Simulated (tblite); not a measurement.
Task: What does the GFN2-xTB structure of `O[SiH2]O[C-]([SiH3])[CH]F` [radical] look like in three dimensions? (Charge -1 and doublet state.)

Result: 
Z-matrix in Å and degrees, rows numbered from 1:
```
O 
Si  1  1.6477
O   2  1.5915  1  104.19
C   3  1.4022  2  134.10  1   179.96
Si  4  1.8227  3  114.43  2   160.61
C   4  1.4010  3  116.31  2   -14.87
F   6  1.4098  4  117.34  3   157.59
H   1  0.9537  2  113.99  3    -0.39
H   2  1.4723  1  104.77  3  -123.69
H   2  1.4719  1  105.63  3   121.57
H   5  1.4828  4  112.34  3   143.25
H   5  1.5163  4  122.60  3   -96.09
H   5  1.4838  4  108.44  3    21.86
H   6  1.0875  4  119.86  3    20.43
```

Si2 (silicon bonded to 2 O and 2 H) is distorted tetrahedral (angles from 104.2° to 117.2°). The 2 O–Si bonds span 1.591 Å (Si2–O3, drawn single) to 1.648 Å (O1–Si2, drawn single), a spread of 0.057 Å. C6 (carbon bonded to C, F and H) is pyramidal (angles 119.9°, 117.3° and 109.6°, sum 346.8°, 0.27 Å off the plane of its three neighbours). Si5 (silicon bonded to C and 3 H) is distorted tetrahedral (angles from 101.1° to 122.6°).

Computed geometry: GFN2-xTB, gas phase. This method treats the open shell by occupation alone, without spin polarisation.

Point group: C1 (no symmetry element, even within 0.4 Å). Its GFN2-xTB frequencies are all real (lowest 50 cm⁻¹). Whether the extra electron is bound in the gas phase wasn't checked; a finite basis holds it in any case. Torsions: H–O1–Si2–O3 0°, O1–Si2–O3–C4 180°, Si2–O3–C4–Si5 161°, O3–C4–C6–F7 158°.

One conformer stands for the species.
